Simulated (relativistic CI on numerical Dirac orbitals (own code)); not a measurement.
## Os6+: 4d photoemission

Computed with this model: Dirac-Coulomb-Breit CI, KLI orbitals optimised for each configuration, QED by a radiative potential, valence Slater integrals scaled by 0.7, multiplet model of photoemission in the sudden approximation; configurations [Xe] 4f14 5d2 → [Kr] 4d9 4f14 5s2 5p6 5d2; 300 K; Lorentzian 2.45 eV and Gaussian 0.6 eV FWHM. Energies are those of the free ion, without screening or charge transfer. The energies are binding energies and can lie tens of eV above those of solids. S is read from ⟨S²⟩ = S(S + 1).

Computed curve for free ion, scaled to 100 at the maximum (points under 2 are left out and the grid is thinned):

| Energy (eV) | Intensity |
| --- | --- |
| 365.8 | 2.0 |
| 366.6 | 2.4 |
| 367.4 | 2.9 |
| 368.4 | 3.8 |
| 369.2 | 4.8 |
| 370.0 | 6.3 |
| 370.8 | 8.7 |
| 371.6 | 12.6 |
| 372.4 | 19.9 |
| 373.4 | 40.4 |
| 374.2 | 73.9 |
| 375.0 | 100.0 |
| 375.8 | 75.8 |
| 376.6 | 43.9 |
| 377.6 | 23.3 |
| 378.4 | 15.2 |
| 379.2 | 10.7 |
| 380.0 | 8.4 |
| 380.8 | 7.0 |
| 381.6 | 5.9 |
| 382.6 | 5.1 |
| 383.4 | 4.9 |
| 384.2 | 5.2 |
| 385.0 | 5.9 |
| 385.8 | 7.4 |
| 386.6 | 10.3 |
| 387.6 | 18.3 |
| 388.4 | 32.7 |
| 389.2 | 53.5 |
| 390.0 | 53.4 |
| 390.8 | 35.8 |
| 391.8 | 23.4 |
| 392.6 | 19.3 |
| 393.4 | 15.2 |
| 394.2 | 9.9 |
| 395.0 | 6.5 |
| 395.8 | 4.6 |
| 396.8 | 3.2 |
| 397.6 | 2.5 |
| 398.4 | 2.0 |

The ground state has S = 0.91, and the centroid lies at 381.07 eV.
